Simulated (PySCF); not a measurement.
## r2SCANh on Pb (lead, neutral)

Configuration: [Xe] 4f14 5d10 6s1 6p2 6d1, one real determinant (an excited configuration). Computed with PySCF 2.14 in aug-cc-pVQZ-DK3, with the spin-free X2C one-electron Hamiltonian (Gaussian nucleus).

```json
{
  "Total energy": "-20883.29 hartree",
  "One-electron energy": "-28557.38 hartree",
  "Hartree (Coulomb) energy": "8069.71 hartree",
  "Exchange-correlation energy": "-395.62 hartree",
  "⟨S²⟩": "6.0046",
  "⟨L²⟩": "7.955",
  "Sum of ⟨r⟩": "51.75 bohr",
  "Sum of ⟨r²⟩": "96.14 bohr²",
  "Traceless quadrupole moment −½Σ⟨3z² − r²⟩ along its main axis": "-2.22 e·bohr²",
  "Langevin diamagnetic susceptibility": "-76.1 ×10⁻⁶ cm³/mol",
  "Time after the integrals": "roughly 28 core-seconds"
}
```

| shell | electrons | mean orbital energy (hartree) | spread (hartree) | rms radius, mean of both spins (bohr) |
| --- | --- | --- | --- | --- |
| 1s α | 1 | -3229.77181 | 0 | 0.0181 |
| 1s β | 1 | -3229.76864 | 0 | 0.0181 |
| 2s α | 1 | -579.31829 | 0 | 0.0730 |
| 2s β | 1 | -579.31799 | 0 | 0.0730 |
| 2p α | 3 | -499.58524 | 0.00059 | 0.0673 |
| 2p β | 3 | -499.58437 | 0.00148 | 0.0673 |
| 3s α | 1 | -139.87054 | 0 | 0.186 |
| 3s β | 1 | -139.86900 | 0 | 0.186 |
| 3p α | 3 | -116.74522 | 0.00291 | 0.189 |
| 3p β | 3 | -116.74375 | 0.00358 | 0.189 |
| 3d α | 5 | -91.90203 | 0.00288 | 0.173 |
| 3d β | 5 | -91.90106 | 0.00299 | 0.173 |
| 4s α | 1 | -32.16219 | 0 | 0.408 |
| 4s β | 1 | -32.15884 | 0 | 0.408 |
| 4p α | 3 | -24.49199 | 0.00620 | 0.436 |
| 4p β | 3 | -24.48886 | 0.00731 | 0.436 |
| 4d α | 5 | -15.23793 | 0.00648 | 0.463 |
| 4d β | 5 | -15.23478 | 0.00712 | 0.463 |
| 5s α | 1 | -5.61756 | 0 | 0.910 |
| 5s β | 1 | -5.60958 | 0 | 0.910 |
| 4f α | 7 | -5.17554 | 0.00698 | 0.495 |
| 4f β | 7 | -5.17213 | 0.00790 | 0.495 |
| 5p α | 3 | -3.47465 | 0.01261 | 1.04 |
| 5p β | 3 | -3.46860 | 0.01549 | 1.04 |
| 5d α | 5 | -0.99696 | 0.01255 | 1.39 |
| 5d β | 5 | -0.97330 | 0.02025 | 1.39 |
| 6s α | 1 | -0.63590 | 0 | 2.40 |
| 6p α | 2 | -0.27567 | 0 | 3.17 |
| 6d α | 1 | -0.01387 | 0 | 5.93 |

⟨L²⟩ = 7.95 against 12 for a pure F term, so this real determinant mixes terms. Spin-orbit coupling is strong in this species (close to jj coupling), so the high-spin LS determinant is a model state, not a physical level. The outer electron is Rydberg-like, and this basis confines it to a smaller radius and binds it less than a complete one would.

Densities and radii are taken from the X2C orbitals without a picture-change correction, which distorts them close to the nucleus.
